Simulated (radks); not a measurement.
Task: These are the eigenvalues of the occupied orbitals of an atom or ion with whole-number occupations (hartree). All-electron calculation, Dirac Kohn-Sham, PBE, spin-unpolarised, spherical densities, finite nucleus; Fermi nuclear charge, rms radius of each element as measured or else 0.836 A^(1/3) + 0.57 fm. Program: a radial shooting solver on a logarithmic mesh with Libxc functionals.

1s1/2: -1262.728
2s1/2: -196.9546
2p1/2: -185.0813
2p3/2: -173.1512
3s1/2: -40.75842
3p1/2: -35.82237
3p3/2: -33.55634
3d3/2: -24.87021
3d5/2: -24.39131
4s1/2: -7.83713
4p1/2: -6.08930
4p3/2: -5.63719
4d3/2: -2.80920
4d5/2: -2.73601
5s1/2: -1.25140
5p1/2: -0.82763
5p3/2: -0.77176
6p1/2: -0.19897
6p3/2: -0.19214

Which element is it, and in what charge state? The configuration may be excited. Open shells, if any, are shared by 2j + 1.

Result: Z = 54, xenon, charge +1: Xe+ in [Kr] 4d10 5s2 5p4 6p1. The list shows which subshells hold electrons but not how many an open one holds; the 1s level, -1262.7 hartree, gives Z - s = 50.3 by -(Z - s)^2/2, which with screening and relativity narrows Z to a few neighbours, and the depths of the outer levels then fix element, charge and occupations together.
